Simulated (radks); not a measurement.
The numbers below are computed, except where a source is named.
Ge4-, configuration [Kr]. Code: a radial shooting solver on a logarithmic mesh with Libxc functionals. Model: scalar-relativistic Kohn-Sham, r2SCAN, spin-polarised, spherical densities, finite nucleus; meta-GGA in the generalised Kohn-Sham scheme; Fermi nuclear charge, rms radius 4.0742 fm; Watson sphere of charge +4 and radius 4.8 bohr.

Unscreened Slater integrals over Kohn-Sham orbitals (eV). They are taken over the spin-up orbitals.

integral,value
"F0(4p,4p)",6.1808
"F2(4p,4p)",2.9813
"F0(4p,4s)",7.5053
"G1(4p,4s)",3.9198
"F0(4p,3d)",8.5093
"F2(4p,3d)",1.0328
"G1(4p,3d)",0.32686
"G3(4p,3d)",0.27039
"F0(4s,4s)",10.379
"F0(4s,3d)",13.703
"G2(4s,3d)",1.1396
"F0(3d,3d)",34.347
"F2(3d,3d)",16.008
"F4(3d,3d)",9.9843
